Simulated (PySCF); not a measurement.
CH9HfN3, SMILES [NH2][Hf]([NH2])([NH2])[CH3], multiplicity 1. Coordinates come from a PBE-D3(BJ)/def2-SVP optimisation. The spin state was assumed, not searched. The def2 effective core potentials stand for the cores of Hf; spin–orbit coupling is left out. One conformer was computed; it need not be the lowest.

Level of theory: PySCF with PBE-D3(BJ)/def2-SVP.

Harmonic wavenumbers (cm⁻¹): 112, 127, 127, 142, 142, 151, 220, 220, 285, 407, 429, 429, 440, 454, 454, 483, 506, 506, 611, 611, 614, 1128, 1363, 1363, 1456, 1456, 1456, 2931, 3024, 3024, 3443, 3443, 3445, 3538, 3538, 3539. Rotational constants (GHz): 2.460, 2.460, 2.444; symmetry number 3.

Work out the zero-point energy and the ideal-gas rigid-rotor harmonic-oscillator thermochemistry at 298.15 K and 1 atm.

ZPE = ½ Σ hcν = ½ × 45622 cm⁻¹ = 272.88 kJ/mol. H − E(el) = 304.81 kJ/mol. Entropy in J/(mol K): translation 177.18, rotation 105.83, vibration 130.92, total 413.92. G − E(el) = 181.40 kJ/mol. Cp = 170.19 J/(mol K). Modes under 150 cm⁻¹ make the vibrational entropy uncertain.
